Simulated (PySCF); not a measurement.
Species: C₄H₇F₃Si.
Z-matrix (Å and degrees, PBE0-D3(BJ)/def2-SVP geometry), rows numbered from 1:
```
F 
C   1  1.3426
F   2  1.3422  1  106.25
F   2  1.3344  1  107.35  3  -114.47
C   2  1.4959  1  112.52  3   123.30
C   5  1.3384  2  123.94  1   -54.62
C   6  1.4869  5  127.41  2     2.83
Si  7  1.9014  6  111.49  5   101.20
H   5  1.0917  2  115.00  1   126.40
H   6  1.0964  5  116.59  2  -179.79
H   7  1.0999  6  112.40  5   -20.31
H   7  1.1027  6  110.27  5  -140.45
H   8  1.4943  7  109.25  6   177.84
H   8  1.4905  7  110.34  6   -61.23
H   8  1.4954  7  109.35  6    58.79
```

Computed with PySCF at CAM-B3LYP/def2-SVPD, non-relativistic, on one gas-phase PBE0-D3(BJ)/def2-SVP geometry that isn't relaxed in the solvent. The solvent is an IEF-PCM continuum (Bondi radii, 1.10 Å for H, scaled by 1.2), and excitations are vertical TDDFT with non-equilibrium linear response and a frozen core. The model holds no explicit solvent molecules, cavitation or dispersion.

Gas-phase singlets (H = HOMO, L = LUMO):

```csv
state,E (eV),λ (nm),f,leading configuration
S1,6.614,187,0.455,H→L 96%
S2,7.250,171,0.001,H→L+1 82%
S3,7.884,157,0.001,H-4→L 38%
S4,8.012,155,0.035,H→L+3 82%
S5,8.242,150,0.038,H→L+2 56%
```

**Question.** Give the list for benzene (ε = 2.271), n² = 2.25.

**Answer.** 
```csv
state,E (eV),λ (nm),f,leading configuration,change by rank (eV)
S1,6.453,192,0.560,H→L 97%,-0.161
S2,7.273,170,0.001,H→L+1 81%,+0.023
S3,7.854,158,0.003,H-4→L 38%,-0.030
S4,8.036,154,0.047,H→L+3 79%,+0.024
S5,8.200,151,0.058,H→L+2 62%,-0.042
```

**Question.** The ground-state energy changes by -0.061 eV from gas to benzene. By how much does the total energy of gas-phase S1 change?

**Answer.** E(S1) = E(S0) + excitation energy, so it changes by -0.061 − 0.161 = -0.222 eV: it is lowered more than the ground state, which is what a red shift means. This is the vertical state, with the slow part of the continuum still set for S0.

**Question.** How do the frontier levels move from gas to benzene?

**Answer.** 
```csv
orbital,gas (eV),solvent (eV),change (eV),"Löwdin shares, gas","Löwdin shares, solvent"
LUMO+2,1.52,1.62,+0.10,"Si8 46 %, H15 13 %, H14 12 %, H13 8 %","Si8 45 %, H15 13 %, H14 12 %, H13 8 %"
LUMO+1,1.04,1.18,+0.14,"Si8 28 %, C6 10 %, C7 9 %, H12 9 %","Si8 29 %, C6 9 %, C7 9 %, C5 8 %"
LUMO,0.22,0.35,+0.13,"C6 29 %, C5 27 %, Si8 8 %, C7 8 %","C6 29 %, C5 27 %, Si8 8 %, C7 8 %"
HOMO,-9.20,-9.06,+0.14,"C5 34 %, C6 25 %, C7 14 %, Si8 9 %","C5 34 %, C6 24 %, C7 14 %, Si8 9 %"
HOMO-1,-11.10,-10.97,+0.13,"Si8 37 %, H14 24 %, H15 21 %, C7 8 %","Si8 37 %, H15 24 %, H14 21 %, C7 9 %"
HOMO-2,-11.16,-11.03,+0.13,"Si8 37 %, H13 27 %, H15 12 %, H14 8 %","Si8 37 %, H13 27 %, H14 11 %, H15 8 %"
HOMO-3,-11.68,-11.53,+0.15,"C7 26 %, C6 18 %, Si8 15 %, C5 12 %","C7 27 %, C6 19 %, Si8 16 %, C5 12 %"
```

The HOMO–LUMO gap goes from 9.41 to 9.41 eV.

Time: 85 s; peak memory 1.2 GiB. Hardware: Arm Neoverse N1, one thread, shared host with 64 logical CPUs at a one-minute load of 57. This is the whole response run at CAM-B3LYP/def2-SVPD in benzene, SCF included.
